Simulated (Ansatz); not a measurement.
Start from `CC[O][Ge]([F])([O]CC)[O]CC` and change one atom or group to get `CC[O][Ge]([CH3])([O]CC)[O]CC`.

Ansatz, PBE0-D4/def2-TZVP geometries, multiplicity 1. Each molecule was computed in one conformer, which needn't be the lowest.

Scalar relativity is left out up to krypton.

```tsv
property	`CC[O][Ge]([F])([O]CC)[O]CC`
LUMO energy (PBE0/def2-TZVPP) / eV	0.11
HOMO energy (B3LYP/def2-TZVPP) / eV	-8.01
size of the dipole moment (PBE/def2-TZVPP) / D	1.98
LUMO energy (B3LYP/def2-TZVPP) / eV	-0.23
HOMO–LUMO gap (ωB97M-V/def2-TZVPP) / eV	12.59
HOMO–LUMO gap (PBE0/def2-TZVPP) / eV	8.35
```

(1) What does the change do to each property? (An estimate is asked.)

Answers

(1) Ansatz gave: 
```json
{"property": "LUMO energy (PBE0/def2-TZVPP) / eV", "`CC[O][Ge]([CH3])([O]CC)[O]CC`": "0.71", "shift": "0.60"}
{"property": "HOMO energy (B3LYP/def2-TZVPP) / eV", "`CC[O][Ge]([CH3])([O]CC)[O]CC`": "-7.44", "shift": "0.57"}
{"property": "size of the dipole moment (PBE/def2-TZVPP) / D", "`CC[O][Ge]([CH3])([O]CC)[O]CC`": "1.16", "shift": "-0.82"}
{"property": "LUMO energy (B3LYP/def2-TZVPP) / eV", "`CC[O][Ge]([CH3])([O]CC)[O]CC`": "0.39", "shift": "0.62"}
{"property": "HOMO–LUMO gap (ωB97M-V/def2-TZVPP) / eV", "`CC[O][Ge]([CH3])([O]CC)[O]CC`": "12.27", "shift": "-0.32"}
{"property": "HOMO–LUMO gap (PBE0/def2-TZVPP) / eV", "`CC[O][Ge]([CH3])([O]CC)[O]CC`": "8.40", "shift": "0.05"}
```

Dipoles are sizes alone; their direction can turn.

B3LYP here is the variant with VWN-RPA as its local correlation; programs differ in this.
